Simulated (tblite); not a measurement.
C5H12FS (charge +1).
Cartesian coordinates in Å at the GFN2-xTB level; atoms count from 1:
```
atom  x, y, z in Å
C1    -1.5653   -1.2982    0.1155
C2    -0.8276    0.0079   -0.1011
C3    -1.5818    1.1914    0.4710
S4     0.8186   -0.1166    0.7844
C5     1.6979   -1.3235   -0.2365
C6     1.6624    1.4049    0.1570
F7     1.4963    1.4775   -1.1753
H8    -2.5428   -1.2273   -0.3567
H9    -1.7215   -1.4895    1.1746
H10   -1.0504   -2.1451   -0.3292
H11   -0.5912    0.1608   -1.1561
H12   -1.6977    1.1020    1.5487
H13   -1.1054    2.1394    0.2370
H14   -2.5769    1.2143    0.0316
H15    2.7431   -1.3169    0.0618
H16    1.6025   -1.0716   -1.2895
H17    1.2836   -2.3072   -0.0383
H18    2.7291    1.3231    0.3832
H19    1.2173    2.2839    0.6292
```

The geometry is computed with GFN2-xTB (gas phase).

Take the most abundant isotopes and a rigid rotor. The values belong to one conformer with, in the numbering `[CH3:1][CH:2]([CH3:3])[S@@+:4]([CH3:5])[CH2:6][F:7]`, C1–C2–S4–C5 70°, C2–S4–C6–F7 -46°.

(1) Give the principal moments of inertia and the rotational constants in GHz.

(2) What kind of rotor is it?

(3) What does the inertial defect say?

(4) Give the other two planar moments, Paa and Pbb, and the rms extents of the mass along the axes.

Answers

(1) Ia = 188.69, Ib = 292.95, Ic = 383.90 u·Å²; 505379 MHz·u·Å²/I gives 2678, 1725 and 1316 MHz, that is A = 2.6784, B = 1.7251, C = 1.3164 GHz.

(2) An asymmetric top. Ray's parameter κ = (2B − A − C)/(A − C) = -0.400; −1 is the prolate and +1 the oblate limit.

(3) Not planar: Δ = Ic − Ia − Ib = -97.74 u·Å². For a rigid frame Δ = −2 Σ m c², so Σ m c² = 48.87 u·Å² lies off the ab plane: 9.68 from hydrogen and 39.19 from heavier atoms. The atom farthest from that plane is 1.35 Å away.

(4) Paa = Σ m a² = (Ib + Ic − Ia)/2 = 244.08 and Pbb = Σ m b² = (Ia + Ic − Ib)/2 = 139.82 u·Å². With the mass M = 123.06 u, the rms extents √(P/M) along a, b and c are 1.41, 1.07, 0.63 Å.

Its GFN2-xTB frequencies are all real (lowest 19 cm⁻¹). These are rigid-rotor constants of the computed structure; measured ground-state constants (B0) also hold zero-point vibration.
